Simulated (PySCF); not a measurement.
# TlIn⁺: one state, many levels of theory

State: ²Σ⁺ (doublet), unpaired electrons σ ↑. Set-up: basis Tl cc-pVDZ-PP with ECP60, In cc-pVDZ-PP with ECP28; scalar-relativistic core potentials; PySCF 2.14. De refers to Tl + In⁺ in their high-spin ground configurations, without counterpoise correction. The functionals are run spin-unrestricted. A positive dipole points towards In; it is taken about the centre of mass and depends on that origin.

```json
{"Level": "UHF", "Re (Å)": "3.733", "ωe (cm⁻¹)": "55.9", "De (eV)": "n/a", "μ (D)": "1.77"}
{"Level": "UHF-MP2", "Re (Å)": "3.615", "ωe (cm⁻¹)": "60.8", "De (eV)": "n/a", "μ (D)": "n/a"}
{"Level": "UHF-SCS-MP2", "Re (Å)": "3.653", "ωe (cm⁻¹)": "59.0", "De (eV)": "n/a", "μ (D)": "n/a"}
{"Level": "UHF-CCSD", "Re (Å)": "3.637", "ωe (cm⁻¹)": "60.7", "De (eV)": "n/a", "μ (D)": "n/a"}
{"Level": "UHF-CCSD(T)", "Re (Å)": "3.624", "ωe (cm⁻¹)": "61.3", "De (eV)": "n/a", "μ (D)": "n/a"}
{"Level": "PBE", "Re (Å)": "3.699", "ωe (cm⁻¹)": "53.5", "De (eV)": "n/a", "μ (D)": "2.13"}
{"Level": "BLYP", "Re (Å)": "3.811", "ωe (cm⁻¹)": "48.0", "De (eV)": "n/a", "μ (D)": "2.24"}
{"Level": "r²SCAN", "Re (Å)": "3.636", "ωe (cm⁻¹)": "56.9", "De (eV)": "n/a", "μ (D)": "2.01"}
{"Level": "PBE0", "Re (Å)": "3.631", "ωe (cm⁻¹)": "57.9", "De (eV)": "n/a", "μ (D)": "2.03"}
{"Level": "B97-3", "Re (Å)": "3.724", "ωe (cm⁻¹)": "55.0", "De (eV)": "n/a", "μ (D)": "1.98"}
{"Level": "M06", "Re (Å)": "3.650", "ωe (cm⁻¹)": "59.6", "De (eV)": "n/a", "μ (D)": "1.99"}
{"Level": "HSE06", "Re (Å)": "3.637", "ωe (cm⁻¹)": "57.0", "De (eV)": "n/a", "μ (D)": "2.06"}
```

Task: What does the step from GGA to meta-GGA do here, going from PBE to r²SCAN?

Result: r²SCAN less PBE: -6.3 pm in Re, +6.4 % in ωe. 

Task: What does all correlation do here, going from UHF to UHF-CCSD(T)?

Result: UHF-CCSD(T) less UHF: -10.9 pm in Re, +9.7 % in ωe. Correlation nearly always deepens the well. The bond shortens, as in weak, metallic or heavy-atom bonds, where dispersion and the correlation of outer-core electrons pull the atoms together.

Correlated steps freeze 8 core orbitals. These are scalar-relativistic numbers at best; spin–orbit coupling would shift them, the dissociation energy most. The state was picked by a PBE0 search and need not be the measured ground state.
